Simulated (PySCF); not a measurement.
Field gradients at the hydrogen positions

C6H9P.
Structure used (GFN2-xTB), in Å, numbered top down from 1:
```xyz
16
C6H9P angstrom
C      2.2854    0.0693    1.4372
C      1.7860    0.1362    0.3502
C      1.1363    0.1949   -0.9319
P     -0.6903   -0.2690   -0.8784
C     -0.5249   -1.8913   -0.0014
C     -1.1426    0.7436    0.5734
C     -1.8399    1.8613    0.4603
H      2.7533    0.0256    2.3750
H      1.1960    1.2098   -1.3371
H      1.6211   -0.4895   -1.6353
H     -0.1240   -2.6315   -0.6923
H     -1.5126   -2.2180    0.3195
H      0.1346   -1.8031    0.8614
H     -0.8071    0.3858    1.5405
H     -2.1811    2.2164   -0.4989
H     -2.0978    2.4684    1.3142
```

Level: PBE0/pcSseg-1 (PySCF, non-relativistic); Q(2H) = 0.00286 b; rigid geometry, the same for H and D, with no vibrational averaging.

Question: Rank these positions by the coupling χzz of a deuteron there, largest first.
A. H10 (methylene hydrogen)
B. H16 (vinylic hydrogen)
C. H8 (alkyne hydrogen)
D. H12 (methyl hydrogen)

Answer: C (268 kHz), B (224 kHz), D (212 kHz), A (202 kHz).

Question: Give the electric field gradient Vzz (the principal value of largest size), its asymmetry and the 2H coupling at each hydrogen.

Answer: 
```csv
atom,bonded to,bond length (Å),Vzz (au),η,χzz (kHz)
H8,C1,1.049,0.3982,0.00,268
H9,C3,1.094,0.3007,0.03,202
H10,C3,1.095,0.3011,0.02,202
H11,C5,1.089,0.3160,0.02,212
H12,C5,1.089,0.3161,0.01,212
H13,C5,1.090,0.3069,0.01,206
H14,C6,1.084,0.3208,0.05,216
H15,C7,1.078,0.3316,0.04,223
H16,C7,1.079,0.3326,0.04,224
```

Question: How does χzz go with the bond length over the 9 C–H bonds?

Answer: A straight-line fit has a slope of -14.2 kHz for each 0.01 Å, with a correlation coefficient of -1.00, over lengths from 1.049 to 1.095 Å. The longer bonds have the smaller couplings here.

Geometry: GFN2-xTB, one conformer, isolated molecule. GFN2-xTB bond lengths can be off by several hundredths of an ångström, more for odd bonds, and the gradients follow them. These gradients aren't converged with respect to the basis.
